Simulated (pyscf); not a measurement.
SnH₂ [singlet] + GeH₄ → SnH₄ + GeH₂ [singlet], a concerted two-bond exchange (singlet surface; Ge–H, Ge–H broken, H–Sn, H–Sn formed). Structures and frequencies: ωB97X-D3(BJ)/def2-SVP in PySCF. MP2 and CC: frozen core, UHF for open shells. ΔMP2 is the change of the MP2 total energy from the triple- to the quadruple-zeta basis. Energies in eV from the separated reactants.

AM1 to PM7: differences of heats of formation from MOPAC, which are fitted to 298 K values and so differ in kind from electronic energies by zero-point and thermal terms. 

Task: Quick PM6 single points give ΔE‡ = 1.53 eV and ΔE = +1.60 eV. What does CCSD(T)/def2-TZVPP + ΔMP2(QZVPP) give, and how far is the quick result from it?

Result: CCSD(T)/def2-TZVPP + ΔMP2(QZVPP) gives ΔE‡ = 1.50 eV and ΔE = +0.96 eV. PM6 lies 0.03 eV over it in the barrier and 0.64 eV over it in the reaction energy, so on this step it does not hold to within 0.13 eV. At PM6 this geometry lies under one side, so its ΔE‡ may be no barrier of that level. CCSD(T)/def2-TZVPP + ΔMP2(QZVPP) has limits of its own. On the reactant side the descent ends in a bound adduct, 0.36 eV under the separated species and 1.91 eV under the saddle at ωB97X-D3(BJ)/def2-TZVP. On the product side the descent ends in an adduct with a Ge–Sn, Ge–H contact, 0.67 eV under the separated species and 1.31 eV under the saddle at ωB97X-D3(BJ)/def2-TZVP. What is counted as broken (Ge–H) persists as a longer contact in the product adduct; parting that adduct is a step of its own. The same reactants have a lower exit, to H₃Ge–SnH₃ (barrier +0.57 eV at ωB97M-D3(BJ)/def2-TZVP, against +1.71 eV here). One saddle was located; it need not be the lowest between these sides. The CCSD(T) − MP2 part came from Ansatz, without density fitting, on the same reference. The frozen core leaves the outer d or s,p core shells of the metals and heavy elements correlated in the MP2 and CC values, and def2-TZVPP describes them poorly, which can shift differences by a few kcal/mol. In the def2 sets elements up to Kr have no core potential. In the def2 sets elements past Kr carry core potentials, without spin-orbit coupling.
